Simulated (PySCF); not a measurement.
Dipole moment and polarisability across levels of theory

Compound: C3H8GeSi.
SMILES: `C#[C][GeH2][CH2][SiH3]`

PySCF, dipoles from the SCF density, polarisabilities from static response with core orbitals frozen. One conformer (not necessarily the lowest) at the PBE0-D3(BJ)/def2-SVP geometry, without solvent, vibrations or thermal averaging. The LDA/def2-SVPD calculation is non-relativistic and has no spin–orbit coupling, an omission that weighs most on germanium.

Question: How do dipole and polarisability depend on functional and basis here?

Answer: 

```
              level  μ (D)  α (Å³)  anisotropy (Å³)
      LDA/def2-SVPD  0.751   14.49             4.17
      PBE/def2-SVPD  0.738   14.19             4.11
    B3LYP/def2-SVPD  0.716   13.80             3.88
     PBE0/def2-SVPD  0.721   13.69             3.85
BHandHLYP/def2-SVPD  0.695   13.32             3.66
CAM-B3LYP/def2-SVPD  0.703   13.57             3.70
  wB97X-D/def2-SVPD  0.702   13.59             3.67
  LC-wPBE/def2-SVPD  0.706   13.22             3.54
       HF/def2-SVPD  0.674   12.84             3.43
        PBE0/6-31G*  0.754   11.10             4.13
      PBE0/def2-SVP  0.724   11.89             4.04
   PBE0/aug-cc-pVDZ  0.744   13.95             3.89
     PBE0/def2-TZVP  0.746   13.20             4.05
    PBE0/def2-TZVPD  0.744   13.90             3.89
```

The anisotropy is √(½[(α1 − α2)² + (α2 − α3)² + (α3 − α1)²]). The dipole runs from 0.67 D (HF/def2-SVPD) to 0.75 D (PBE0/6-31G*). No reference polarisability is at hand; against PBE0 in the largest diffuse basis at hand (def2-TZVPD) the other PBE0 rows deviate by 6-31G* -20%, def2-SVP -14%, def2-SVPD -2%, aug-cc-pVDZ 0%, def2-TZVP -5%. In one basis (def2-SVPD) the functionals order the polarisability from HF (lowest) to LDA (highest), a spread of 13%. With PBE0 the polarisability is 12.06 Å³ without diffuse functions (mean of 6-31G*, def2-SVP and def2-TZVP) and 13.85 Å³ with them (mean of def2-SVPD, aug-cc-pVDZ and def2-TZVPD).
